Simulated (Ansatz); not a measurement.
Ansatz (a first-principles code) input (wB97M-V/def2-TZVPD):

Ansatz 0.2 input:
```yaml
crystal:
  periodic: [false, false, false]
  atoms:
    - {symbol: C, position_ang: [-0.55982290, -0.38935176, -0.14055642]}
    - {symbol: C, position_ang: [0.69609575, -0.53485567, -0.05058747]}
    - {symbol: O, position_ang: [-0.12653497, 0.88358548, 0.18310703]}
    - {symbol: H, position_ang: [-1.54471547, -0.78451446, -0.32373956]}
    - {symbol: H, position_ang: [1.73935815, -0.73892478, 0.00574662]}
basis:
  gaussian:
    orbitals: def2-TZVPD
hamiltonian:
  xc: {name: wB97M-V}
output: {forces: true}
```

Output:

```
Functional definition: wB97M-V
integrals: 0.04 GiB planned
634 factors; their error is unknown
integrals: 0.08 GiB planned
218 factors; integrals over basis functions are off by at most 2.2e-5 eV
mean field: 0.51 GiB planned
mean field evaluation 1: about -4146.4586 eV, gradient 3.8e1 eV
mean field evaluation 2: about -4145.2120 eV, gradient 4.9e1 eV
mean field evaluation 4: about -4149.2991 eV, gradient 2.0e0 eV
mean field evaluation 8: about -4149.3127 eV, gradient 3.0e-2 eV
mean field evaluation 16: about -4149.3006 eV, gradient 1.6e-4 eV
mean field -4149.30059741 eV, -152.4839844578 hartree, gradient 4.8e-5 eV, S^2 0.000000; 0 other end points of the search recorded, 0 dependent functions left out
the calculation of the forces begins
reference -4149.30064594 eV, -152.4839862413 hartree; 11, 11 occupied and 121, 121 virtual orbitals, 634 factors
Total energy: -4149.30064594 eV, -152.4839862413 hartree
Atom 0 at    -0.559823    -0.389352    -0.140556 Å, force     0.022271    -0.133245    -0.027302 eV/Å
Atom 1 at     0.696096    -0.534856    -0.050587 Å, force    -0.324126     0.458027     0.069773 eV/Å
Atom 2 at    -0.126535     0.883585     0.183107 Å, force     0.258441    -0.327567    -0.047309 eV/Å
Atom 3 at    -1.544715    -0.784514    -0.323740 Å, force     0.027668     0.024366     0.008080 eV/Å
Atom 4 at     1.739358    -0.738925     0.005747 Å, force     0.015747    -0.021580    -0.003241 eV/Å
Dipole moment:     0.016797    -0.489227    -0.106564 e Å
```
